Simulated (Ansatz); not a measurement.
Z-matrix (Å, degrees):
```
C
H 1 1.0888
O 1 1.4991 2 110.23
C 1 1.5034 2 114.02 3 -129.43
H 4 1.0909 1 111.71 2 -178.33
H 4 1.0925 5 108.28 1 -121.28
H 4 1.0935 5 108.01 6 -116.94
Si 3 1.6649 1 69.82 2 112.08
H 8 1.4754 3 116.93 1 109.74
H 8 1.4754 9 112.69 3 -140.02
```
Charge 0, spin multiplicity 1.

Level of theory: frozen-core CCSD(T)/cc-pVTZ // B3LYP-D3(BJ)/def2-TZVP in Ansatz (a quantum-chemistry and plane-wave program).

```json
{
 "HF energy": "-443.06562 Ha",
 "MP2 correlation energy": "-0.70445 Ha"
}
```

Problem. Estimate the CCSD correlation energy, the (T) correction, the total energy and the T1 diagnostic.

Solution. 
```yaml
CCSD correlation energy: -0.73826 Ha
"(T) correction": -0.03042 Ha
CCSD(T) total energy: -443.83430 Ha
T1 diagnostic: 0.013
```
